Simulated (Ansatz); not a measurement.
Mulliken charges of `N[CH2][InH2]` from B3LYP/def2-TZVPP in Ansatz (PBE0-D4/def2-TZVP geometry).

```tsv
atom	x (Å)	y (Å)	z (Å)	charge (e)
N1	-0.500	0.306	-1.346	-0.341
C2	0.065	0.720	-0.066	-0.363
In3	0.126	-0.967	1.297	0.568
H4	0.031	-0.449	-1.759	0.133
H5	-0.501	1.067	-2.015	0.119
H6	-0.593	1.465	0.391	0.110
H7	1.063	1.182	-0.123	0.092
H8	0.257	-2.551	0.607	-0.165
H9	0.051	-0.772	3.014	-0.153
```

By hand: the dipole of these point charges (1 e Å = 4.8032 D).

Σ q r = (0.145, -0.039, 0.216) e Å, of length 0.263 e Å = 1.26 D.

How does the dipole of the full density compare? (Best estimate.)

The calculation gave: (0.212, 0.200, -0.138) e Å, 1.55 D; the point charges give 0.81 times that, at 95° from its direction.

Point charges leave out the atoms' own dipoles, such as those of lone pairs, and Mulliken's split depends on the basis, so the two needn't agree.

B3LYP here is the variant with VWN-RPA as its local correlation; programs differ in this.
